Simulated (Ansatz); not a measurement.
`[NH2][Ge]([Cl])([Cl])[Cl]` and `N#[C][Ge]([Cl])([Cl])[Cl]` differ in one atom or group.

Ansatz, PBE0-D4/def2-TZVP geometries, multiplicity 1. Each molecule was computed in one conformer, which needn't be the lowest.

Scalar relativity is left out up to krypton.

| property | `[NH2][Ge]([Cl])([Cl])[Cl]` |
| --- | --- |
| HOMO energy (B3LYP/def2-TZVPP) / eV | -8.29 |
| HOMO–LUMO gap (ωB97M-V/def2-TZVPP) / eV | 11.65 |
| HOMO energy (PBE0/def2-TZVPP) / eV | -8.58 |
| HOMO–LUMO gap (PBE0/def2-TZVPP) / eV | 7.25 |
| LUMO energy (PBE/def2-TZVPP) / eV | -2.33 |
| HOMO–LUMO gap (PBE/def2-TZVPP) / eV | 4.75 |

Q: What does the change do to each property? (Best estimate.)

A: The calculation gave: 
```tsv
property	`N#[C][Ge]([Cl])([Cl])[Cl]`	shift
HOMO energy (B3LYP/def2-TZVPP) / eV	-9.65	-1.36
HOMO–LUMO gap (ωB97M-V/def2-TZVPP) / eV	12.30	0.65
HOMO energy (PBE0/def2-TZVPP) / eV	-9.96	-1.38
HOMO–LUMO gap (PBE0/def2-TZVPP) / eV	7.92	0.67
LUMO energy (PBE/def2-TZVPP) / eV	-3.04	-0.71
HOMO–LUMO gap (PBE/def2-TZVPP) / eV	5.46	0.71
```

With PBE0 the HOMO falls by 1.38 eV and the LUMO falls by 0.72 eV, so the gap widens by about 0.66 eV. PBE moves the HOMO by -1.42 eV and ωB97M-V by -1.30 eV. The zero-point energy changes by -46.3 kJ/mol with -3 modes.

B3LYP here is the variant with VWN-RPA as its local correlation; programs differ in this.
